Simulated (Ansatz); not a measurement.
Species: [Zn(H)(SH)] (charge 0, multiplicity 1).

Problem. Give a relaxed geometry from PBE-D3(BJ)/def2-SVP run with Ansatz (a first-principles code).

Solution. One answer among several that fit: the end point of this relaxation, one of several conformers.
Cartesian coordinates (Å) in one orientation:
```xyz
4

Zn     0.055    -0.007    -0.068
H      1.253    -0.537     0.738
S     -1.660     0.756    -1.197
H     -1.155     0.258    -2.363
```
